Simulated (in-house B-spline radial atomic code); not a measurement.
Tc⁺. Computed with a B-spline radial atomic code. Model: all-electron spherical atom, spin shells full or empty, radial basis limit, no spin-orbit coupling, Breit or QED, empty-state partial waves extrapolated as (l+1/2)^-4, RPA, G0W0 and static COHSEX of the highest shell as one setting changes (uncorrelated shells keep exact exchange).

Empty levels are discrete states of a finite basis, so the steps are uneven.

Given: element Tc; charge 1; filled core Kr; hamiltonian one-electron scalar X2C; mean-field start Hartree-Fock; highest l of empty states 9; nuclear rms radius 4.4112 fm; lowest nl shells left uncorrelated 6; highest mean-field shell 5s up; box radius 23.78 bohr.

Shell: 4d 5 0, 5s 1 0 (electrons up and down).

```csv
highest empty level kept (hartree),RPA correlation energy (hartree),G0W0 level (eV),G0W0 minus most complete (meV),COHSEX level (eV),linearised minus solved G0W0 (meV)
1.33,-0.16493,-15.192,338.7,-15.715,0.1
2.67,?,?,?,?,?
4.67,-0.40393,-15.411,120.2,-16.154,0.1
8,?,?,?,?,?
13.33,-0.54596,-15.497,33.7,-16.362,0.1
24,-0.59393,-15.517,14.1,-16.416,0.1
40,-0.61679,-15.525,6.1,-16.44,0.1
80,-0.62824,-15.53,1.3,-16.452,0.1
160,-0.62978,-15.531,0.4,-16.455,0.1
333.33,-0.63027,-15.531,0.1,-16.457,0.1
800,-0.63043,-15.531,0,-16.457,0.1
2666.7,-0.63047,-15.531,0,-16.457,0.1
```

**Question.** What follows for highest empty level kept = 2.67?

**Answer.** RPA correlation energy -0.30402 hartree; G0W0 level -15.332 eV; G0W0 minus most complete 198.8 meV; COHSEX level -15.974 eV; linearised minus solved G0W0 0.1 meV.

**Question.** What follows for highest empty level kept = 8?

**Answer.** RPA correlation energy -0.49181 hartree; G0W0 level -15.469 eV; G0W0 minus most complete 61.5 meV; COHSEX level -16.294 eV; linearised minus solved G0W0 0.1 meV.
